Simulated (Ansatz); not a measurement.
Si(CCH)2(Cl)(H) (C4H3ClSi), SMILES C#C[SiH](C#C)Cl.

Geometry optimised at B3LYP-D3(BJ)/def2-SVP.

Two levels are set side by side: PBE/def2-SVPD (Ansatz, a first-principles code) and CAM-B3LYP/def2-SVPD (Ansatz). Energy differences of separate SCF runs at the same geometry; the states with an electron removed or added have multiplicity 2 and 2. Differences are taken from unrounded values.

| quantity | CAM-B3LYP |
|---|---|
| vertical ionisation energy (eV) | 10.68 |
| vertical singlet–triplet gap (eV) | 4.99 |

Problem. What does PBE give, and how far is it from CAM-B3LYP? (The exact figures need the calculation; the answer reports its results.)

Solution. 
```json
[
 {"quantity": "vertical ionisation energy (eV)", "PBE": "9.94", "PBE minus CAM-B3LYP": "-0.74"},
 {"quantity": "vertical singlet–triplet gap (eV)", "PBE": "4.79", "PBE minus CAM-B3LYP": "-0.21"}
]
```
